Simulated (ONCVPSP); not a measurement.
# How hard is this Gd ONCV potential?

gadolinium (Gd), optimised norm-conserving Vanderbilt (ONCV), made with ONCVPSP 4.0.1 (LDA (Perdew-Zunger), scalar-relativistic). Core [Kr] 4d10, reference 4f7 5s2 5p6 (charge +3). Waves: 5s: rc 1.55 bohr, ncon 4, nbas 8, qcut 4.5 1/bohr, 1 projector; 5p: rc 1.85 bohr, ncon 3, nbas 7, qcut 6.7 1/bohr, 2 projectors, debl 3.2 Ha; d scattering state at 0.17 Ha: rc 1.40 bohr, ncon 4, nbas 8, qcut 6.6 1/bohr, 2 projectors, debl 1.5 Ha; 4f: rc 1.00 bohr, ncon 4, nbas 9, qcut 16.3 1/bohr, 2 projectors, debl 2.9 Ha. Local part: polynomial inside 0.65 bohr (lpopt 5, dvloc0 0 Ha). Core correction: Teter function, fcfact 1.75, rcfact 1.7.

In the d channel the program set the typed energies aside and used 0.050, 1.550 Ha.

For each optimised wave give the share of its norm inside rc, the residual kinetic energy above qcut (Ha) and the cutoffs (Ha) for errors of 10, 1, 0.1 and 0.01 mHa per electron.

```tsv
wave	norm inside rc	residual KE	10 mHa	1 mHa	0.1 mHa	0.01 mHa
5s	0.733	1.5e-02	11.8	63.0	75.8	103.6
5p	0.760	4.4e-06	9.7	15.4	18.5	21.2
p projector 2	0.042	1.0e-05	6.0	15.4	19.2	23.3
d projector 1	0.061	1.2e-04	6.3	8.7	36.8	116.2
d projector 2	0.052	3.6e-03	8.2	55.9	145.6	164.9
4f	0.713	4.4e-05	103.5	117.2	128.5	303.3
f projector 2	0.030	1.9e-05	90.8	109.9	124.0	148.2
```

The occupied waves need 117 Ha and 128 Ha for 1 and 0.1 mHa. Note: ghosts flagged at negative energy: s at -825.2 eV, p at -317.3 eV, s at -43.7 eV; GHOST(+) flagged for d at 32.5 eV. A true bound ghost makes a file unfit for plane-wave use. 2 of 4 tests not solved or not reliable.
